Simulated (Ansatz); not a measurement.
HISe (SMILES [SeH]I) moved off its minimum; all values from Ansatz (an electronic-structure program), cores frozen in correlated methods. Elements past Kr take the def2 small-core potentials, without spin–orbit coupling.
(charge 0, multiplicity 1)
```xyz
3

Se    -0.84446    -0.71763     0.98471
H     -1.81246    -1.24954    -0.04365
I      0.64985     0.57801    -0.70173
```

Forces at HF/def2-TZVPP (eV/Å):

```csv
atom,Fx,Fy,Fz
Se1,-0.191,0.063,-1.357
H2,0.796,0.453,0.741
I3,-0.606,-0.515,0.616
```

Problem. Give the forces (eV/Å), the total energy and the dipole at CCSD(T)/def2-TZVPPD.

Solution. 
| atom | Fx | Fy | Fz |
|---|---|---|---|
| Se1 | -0.135 | 0.020 | -0.791 |
| H2 | 0.536 | 0.315 | 0.429 |
| I3 | -0.402 | -0.335 | 0.362 |
Energy -2697.4383 hartree, dipole 0.69 D.
